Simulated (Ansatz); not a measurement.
The first iterations of a band of AlBrF$_{2}$H$_{2}$ (6 atoms, charge 0, multiplicity 1).

Level of theory: RKS B3LYP/def2-SVP in Ansatz.

- movable images: 7
- climbing image: yes
- spring: 5.0 eV/Å²
- optimiser: quadratic models (default)
- start path: through a guess of the saddle point
- force threshold: 0.05 eV/Å
- iteration limit: 60
- end points: relaxed

Image 0:

```xyz
6
Properties=species:S:1:pos:R:3
Al -0.022 0.051 0.026
F 0.004 0.408 1.666
F 1.443 0.136 -0.758
H -1.362 0.096 -0.775
Br 0.067 -2.619 0.949
H 0.149 -1.830 2.147
```

Image 8:

```xyz
6
Properties=species:S:1:pos:R:3
Al -0.025 -0.443 -0.102
F 0.051 -0.024 1.855
F 1.443 0.170 -0.598
H -1.366 0.155 -0.633
Br 0.049 -2.670 0.600
H 0.126 -0.945 2.132
```

| iteration | highest image above the first end (eV) | largest band force component (eV/Å) |
| --- | --- | --- |
| 1 | 0.877 | 2.179 |
| 2 | 0.311 | 1.782 |

**Question.** Does the band converge within its limit, and where does its top end?

**Answer.** The run converged. It ended after 8 iterations with the highest image 0.152 eV above the first end. A vibrational analysis at the climbing image gives one clearly imaginary mode, 552i cm⁻¹: a first-order saddle point. The orbitals stay closed-shell, which can raise the energy where a bond breaks towards radicals; this wasn't checked here.

Run time: 80 s on 2 threads of Intel(R) Xeon(R) Platinum 8488C (Sapphire Rapids), with other jobs on the host, peak memory 0.22 GiB.
